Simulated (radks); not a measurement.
In0.375+, configuration [Kr] 4d10 5s1.625 5p1 (fractional occupations, a model configuration).

Calculated with a radial shooting solver on a logarithmic mesh with Libxc functionals: scalar-relativistic Kohn-Sham, BLYP, spin-unpolarised, spherical densities, point nucleus.

Energy parts (Ry):
part                        energy
total                 -11764.23699
kinetic                12262.64851
electron-nucleus      -28432.87120
Hartree                 4726.02548
exchange-correlation    -320.03978

Orbitals (lengths in bohr, moments of r in powers of bohr; r(max) is where P^2 peaks; r(90%) holds 90 % of the orbital's charge):
orbital   occ.  eigenvalue (Ry)   r(max)  r(90%)      <r^4>   <1/r>
1s           2        -2040.467  0.01922  0.0534  3.717e-06   51.86
2s           2        -305.7106   0.1086   0.199  0.0006512   11.82
2p           6        -274.4379  0.08691   0.183  0.0004677   11.38
3s           2        -58.17352   0.3155   0.513    0.02954   4.180
3p           6        -47.93512   0.3088   0.522    0.03136   3.981
3d          10        -32.03329   0.2581   0.512    0.02901   3.753
4s           2         -9.01392   0.7694    1.23     0.9919   1.635
4p           6         -5.96112   0.8154    1.36      1.482   1.478
4d          10         -1.58790   0.9305    1.86      5.477   1.138
5s       1.625         -0.80284    2.128    3.79      88.98  0.5051
5p           1         -0.35516    2.739    5.29      335.1  0.3700

The highest occupied level is 5p at -4.832 eV. The density falls to 0.001 e/bohr^3 at r = 4.49 bohr. Summed over all electrons, <r^2> = 52.58 bohr^2, which gives a Langevin (diamagnetic) susceptibility term of -41.6 x 10^-6 cm^3/mol.
